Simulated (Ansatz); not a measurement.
Cost and result for the atomization energy of C2H3ClSi (`Cl[SiH]1C=C1`) (7 atoms, 7 bonds).

Charge 0, multiplicity 1. The structure was optimised at the PBE0-D4/def2-TZVP level. Program: Ansatz. All runs use 2 threads of an Arm Neoverse V1 on a shared host. Times are those of one run each, without the atoms' runs, and a repeat can differ threefold. Electronic energies, without spin–orbit coupling; frozen cores. CCSD(T)/CBS adds CCSD(T) − MP2 in def2-TZVPP to the MP2 limit, and its time is that of the two runs behind it. T1 = 0.011. HSE06 is the plane-wave form, built on full-range PBE exchange.

CCSD(T)/CBS is a level of theory with its own doubt, some kJ/mol a heavy atom from the limit and from the frozen cores, so smaller differences don't rank the functionals.

```json
{"level": "LDA (SPW92)/def2-TZVPP", "functions": "188", "wall time": "1.2 s", "atomization (kcal/mol)": "724.8", "difference from CCSD(T)/CBS": "92.8", "per bond": "13.3"}
{"level": "CCSD(T)/def2-SVP", "functions": "79", "wall time": "1.6 s", "atomization (kcal/mol)": "592.3", "difference from CCSD(T)/CBS": "-39.7", "per bond": "-5.7"}
{"level": "BLYP-D4/def2-TZVPP", "functions": "188", "wall time": "2 s", "atomization (kcal/mol)": "627.1", "difference from CCSD(T)/CBS": "-4.9", "per bond": "-0.7"}
{"level": "PBE-D4/def2-TZVPP (with forces)", "functions": "188", "wall time": "2.5 s", "atomization (kcal/mol)": "648.4", "difference from CCSD(T)/CBS": "16.4", "per bond": "2.3"}
{"level": "BHLYP-D4/def2-TZVPP", "functions": "188", "wall time": "2.8 s", "atomization (kcal/mol)": "612.0", "difference from CCSD(T)/CBS": "-20.0", "per bond": "-2.9"}
{"level": "HSE06-D4/def2-TZVPP", "functions": "188", "wall time": "3.1 s", "atomization (kcal/mol)": "638.5", "difference from CCSD(T)/CBS": "6.5", "per bond": "0.9"}
{"level": "CAM-B3LYP-D4/def2-TZVPP", "functions": "188", "wall time": "3.2 s", "atomization (kcal/mol)": "630.5", "difference from CCSD(T)/CBS": "-1.5", "per bond": "-0.2"}
{"level": "r2SCAN-D4/def2-TZVPP (with forces)", "functions": "188", "wall time": "4.7 s", "atomization (kcal/mol)": "637.3", "difference from CCSD(T)/CBS": "5.3", "per bond": "0.8"}
{"level": "B2PLYP/def2-TZVPP", "functions": "188", "wall time": "4.8 s", "atomization (kcal/mol)": "624.3", "difference from CCSD(T)/CBS": "-7.7", "per bond": "-1.1"}
{"level": "ωB97X-V/def2-TZVPP", "functions": "188", "wall time": "8 s", "atomization (kcal/mol)": "635.2", "difference from CCSD(T)/CBS": "3.2", "per bond": "0.5"}
{"level": "MP2/def2-QZVPP", "functions": "344", "wall time": "14 s", "atomization (kcal/mol)": "640.7", "difference from CCSD(T)/CBS": "8.7", "per bond": "1.3"}
{"level": "CCSD(T)/def2-TZVPP", "functions": "188", "wall time": "39 s", "atomization (kcal/mol)": "613.3", "difference from CCSD(T)/CBS": "-18.7", "per bond": "-2.7"}
{"level": "CCSD(T)/CBS(def2)", "functions": "–", "wall time": "53 s", "atomization (kcal/mol)": "632.0", "difference from CCSD(T)/CBS": "0.0", "per bond": "0.0"}
```

From r2SCAN to r2SCAN0 (25 % exact exchange), in def2-TZVPP and without D4, the atomization energy moves by −9.9 kcal/mol: exact exchange takes away binding that semilocal exchange gives to molecules. The D4 term adds +6.2 kcal/mol with B3LYP and +3.2 kcal/mol with PBE0; it sums over pairs of atoms, weighted by their polarisabilities, and B3LYP, whose exchange is more repulsive, gets the larger term. Leaving LDA and LC-ωPBE aside and taking each functional with its dispersion term where it has one, the values spread over 36.4 kcal/mol, from BHLYP-D4 to PBE-D4. LDA lies +80.2 kcal/mol from PBE without D4, its usual overbinding.

B3LYP here is the variant with VWN-RPA as its local correlation; programs differ in this.
